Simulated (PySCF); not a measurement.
**[CeOF]+ relaxed at several levels**

Computed with PySCF 2.14.0, PBE0, def2-SVP on the ligands, density fitting, scalar-relativistic core potentials, no spin-orbit coupling, vacuum. Each row is relaxed at its own level from the same template. Distances are means of the shortest metal–ligand contacts, charges and spins Mulliken's. lcecp potentials hold a fixed number of 4f electrons in the core, out of states, spins and gaps.

| level | basis on the metal | point group | M–O (Å) | M–F (Å) | charge on M (e) | HOMO–LUMO gap (eV) | strongest infrared band, degenerate modes summed (cm⁻¹) | unstable modes (below −25 cm⁻¹) |
| --- | --- | --- | --- | --- | --- | --- | --- | --- |
| PBE0 | def2-SVP with ECP28 | C∞v | 1.710 | 1.963 | 1.32 | 6.06 | – | not given |

Question: What does the calculation give for PBE0, lcecp-2-SVP with ECP46?

Answer: point group: Cs, M–O (Å): 1.791, M–F (Å): 1.985, charge on M (e): 1.62, strongest infrared band, degenerate modes summed (cm⁻¹): 983, unstable modes (below −25 cm⁻¹): 0.
```xyz
3

Ce    0.0358    0.0000   -0.4123
O     1.4252    0.0000    0.7174
F    -1.5444    0.0000    0.7884
```

One start shape was tried for each, so a minimum needn't be the lowest isomer.
